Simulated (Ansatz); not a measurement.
HCu (SMILES [CuH]), singlet, at a GFN2-xTB geometry (such geometries of metal compounds can be far from the true shape), with bond 2-1 at 1.4 times its length; CASSCF(2,2)/def2-SVP (Ansatz, an electronic-structure program).

Ansatz was given this input:
Ansatz 0.2 input:
```yaml
crystal:
  periodic: [false, false, false]
  atoms:
    - {symbol: Cu, position_ang: [-0.00000000, -0.00000000, -0.04747396]}
    - {symbol: H, position_ang: [0.00000000, 0.00000000, 1.94643239]}
basis:
  gaussian:
    orbitals: def2-SVP
hamiltonian:
  xc: hf
magnetization: {spin_polarized: false}
correlation: {active_space: {window: {electrons: 2, orbitals: 2}}}
```

Predict the main parts of the log of this Ansatz run.


```
Functional definition: HF
399 factors; integrals over basis functions are off by at most 1.4e-3 eV
mean field evaluation 1: about -44601.0374 eV, gradient 4.9e1 eV
mean field evaluation 2: about -44601.0361 eV, gradient 4.9e1 eV
mean field evaluation 4: about -44605.3606 eV, gradient 2.8e0 eV
mean field evaluation 8: about -44605.4143 eV, gradient 8.5e-3 eV
mean field -44605.41431175 eV, -1639.2187413211 hartree, gradient 4.6e-6 eV, S^2 0.000000; 1 other end points of the search recorded, 0 dependent functions left out
reference -44605.41431175 eV, -1639.2187413211 hartree; 15, 15 occupied and 21, 21 virtual orbitals, 399 factors
state -44606.07371845 eV, -1639.2429740703 hartree
Total energy: -44606.07371845 eV, -1639.2429740703 hartree
```
